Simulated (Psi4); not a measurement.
CrF2O2 (SMILES [O]=[Cr](=[O])([F])[F]), singlet, at a GFN2-xTB geometry (such geometries of metal compounds can be far from the true shape); B3LYP/STO-3G (Psi4).

Here is a job for Psi4.
```
memory 2 GB

molecule {
0 1
  Cr    0.05209847   -0.00918190    0.01711959
  O     1.23511899   -0.33445517   -0.92728600
  O     0.50205912    0.02829272    1.49812372
  F    -0.56708148    1.48699299   -0.39379254
  F    -1.11600608   -1.19036352   -0.15927100
}

set basis sto-3g
set e_convergence 1e-8

energy('b3lyp')
print_variables()
```

What the program printed (banner, timings and long lists left out):

```
   => Loading Basis Set <=

    Name: STO-3G
    Role: ORBITAL
    Keyword: BASIS

         ---------------------------------------------------------
                                   SCF
               by Justin Turney, Rob Parrish, Andy Simmonett
                          and Daniel G. A. Smith
                              RKS Reference
         ---------------------------------------------------------

  ==> Geometry <==

    Molecular point group: c1
    Full point group: C1

    Geometry (in Angstrom), charge = 0, multiplicity = 1:

       Center              X                  Y                   Z               Mass
    ------------   -----------------  -----------------  -----------------  -----------------
         CR           0.064269177417    -0.011326881630     0.021118891027    51.940506230000
         O            1.247289697417    -0.336600151630    -0.923286698973    15.994914619570
         O            0.514229827417     0.026147738370     1.502123021027    15.994914619570
         F           -0.554910772583     1.484848008370    -0.389793238973    18.998403162730
         F           -1.103835372583    -1.192508501630    -0.155271698973    18.998403162730

  Running in c1 symmetry.

  Rotational constants: A =      0.15231  B =      0.13609  C =      0.12992 [cm^-1]
  Rotational constants: A =   4566.25714  B =   4079.80842  C =   3894.77519 [MHz]
  Nuclear repulsion =  355.172805829559024

  Charge       = 0
  Multiplicity = 1
  Electrons    = 58
  Nalpha       = 29
  Nbeta        = 29

  ==> Algorithm <==

  SCF Algorithm Type is DF.
  DIIS enabled.
  MOM disabled.
  Fractional occupation disabled.
  Guess Type is SAD.
  Energy threshold   = 1.00e-08
  Density threshold  = 1.00e-06
  Integral threshold = 1.00e-12

  ==> Primary Basis <==

  Basis Set: STO-3G
    Blend: STO-3G
    Number of shells: 20
    Number of basis functions: 38
    Number of Cartesian functions: 39
    Spherical Harmonics?: true
    Max angular momentum: 2

  ==> DFT Potential <==

   => LibXC <=

    Version 7.1.2
    S. Lehtola, C. Steigemann, M. J. T. Oliveira, and M. A. L. Marques,  SoftwareX 7, 1–5 (2018) (10.1016/j.softx.2017.11.002)

   => Composite Functional: B3LYP <=

    B3LYP Hyb-GGA Exchange-Correlation Functional

    P. J. Stephens, F. J. Devlin, C. F. Chabalowski, and M. J. Frisch,  J. Phys. Chem. 98, 11623 (1994) (10.1021/j100096a001)

    Deriv               =              1
    GGA                 =           TRUE
[...]
   @DF-RKS iter   6: -1378.90788336685159   -1.17574e-01   1.27487e-03 DIIS/ADIIS
   @DF-RKS iter   7: -1378.90915743021151   -1.27406e-03   4.23141e-04 DIIS/ADIIS
   @DF-RKS iter   8: -1378.90925547927964   -9.80491e-05   1.36210e-05 DIIS
   @DF-RKS iter   9: -1378.90925550313773   -2.38581e-08   1.23418e-05 DIIS
   @DF-RKS iter  10: -1378.90925557617493   -7.30372e-08   3.58390e-06 DIIS
   @DF-RKS iter  11: -1378.90925558303161   -6.85668e-09   4.76385e-07 DIIS
  Energy and wave function converged.

  ==> Post-Iterations <==

   Electrons on quadrature grid:
      Ntotal   =   57.9999778032 ; deviation = -2.220e-05

    Orbital Energies [Eh]
    ---------------------

    Doubly Occupied:

[...]
    Virtual:

[...]
    Final Occupation by Irrep:
              A
    DOCC [    29 ]
    NA   [    29 ]
    NB   [    29 ]

  @DF-RKS Final Energy: -1378.90925558303161

   => Energetics <=

    Nuclear Repulsion Energy =            355.1728058295590245
    One-Electron Energy =               -2607.4244735728398155
    Two-Electron Energy =                 943.1122089378892497
    DFT Exchange-Correlation Energy =     -69.7697967776401811
    Empirical Dispersion Energy =           0.0000000000000000
    VV10 Nonlocal Energy =                  0.0000000000000000
    Total Energy =                      -1378.9092555830320634

Computation Completed

Properties will be evaluated at   0.000000,   0.000000,   0.000000 [a0]

Properties computed using the SCF density matrix

 Multipole Moments:

 ------------------------------------------------------------------------------------
     Multipole            Electronic (a.u.)      Nuclear  (a.u.)        Total (a.u.)
 ------------------------------------------------------------------------------------

 L = 1.  Multiply by 2.5417464519 to convert [e a0] to [Debye]
 Dipole X            :         -1.7802752            1.3339598           -0.4463153
 Dipole Y            :          0.3137596           -0.2350988            0.0786609
 Dipole Z            :         -0.5849793            0.4383400           -0.1466394
 Magnitude           :                                                    0.4763276

 ------------------------------------------------------------------------------------

  Variable Map:
  ----------------------------------------------------------------------------
[...]
  Array Variable Map:
  ----------------------------------------------------------------------------
[...]
[...]
```
